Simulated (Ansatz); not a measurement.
System: C2H5F2Si, charge 0, multiplicity 2. It need not be the lowest isomer of its formula. 
Structure (B3LYP-D3(BJ)/def2-TZVP (Ansatz, a quantum-chemistry and plane-wave program) minimum search):
```xyz
10

Si    -0.0357     0.0139    -0.0021
F     -0.0241     1.2209     1.0483
F     -0.0918     0.6690    -1.4608
C     -1.5596    -0.9646     0.2525
C      1.5532    -0.9176     0.1614
H     -2.0006    -1.1126     1.2316
H     -2.0741    -1.4647    -0.5599
H      1.6473    -1.3517     1.1586
H      1.6044    -1.7283    -0.5678
H      2.4043    -0.2536    -0.0044
```
Charge 0, spin multiplicity 2.

Basis-set convergence of Hartree-Fock and CCSD(T) correlation energies (hartree) with Ansatz. Valence correlation only, unless marked. UHF or UKS for open shells. Spin-orbit coupling is left out. No relativistic terms.

```tsv
basis	functions	E(HF)	E(corr, CCSD(T))
cc-pV(D+d)Z	104	-566.58810	-0.78122
cc-pV(T+d)Z	229	-566.71114	-1.00107
cc-pV(Q+d)Z	434	-566.73941	-1.07581
```

Extrapolating the two largest sets (X = 3 and 4) as X^-3: E(corr) = (64·(-1.07581) - 27·(-1.00107))/37 = -1.1303 Eh, an estimate of the basis-set limit. The largest set recovers 95.2 % of it, the smallest 69.1 %.
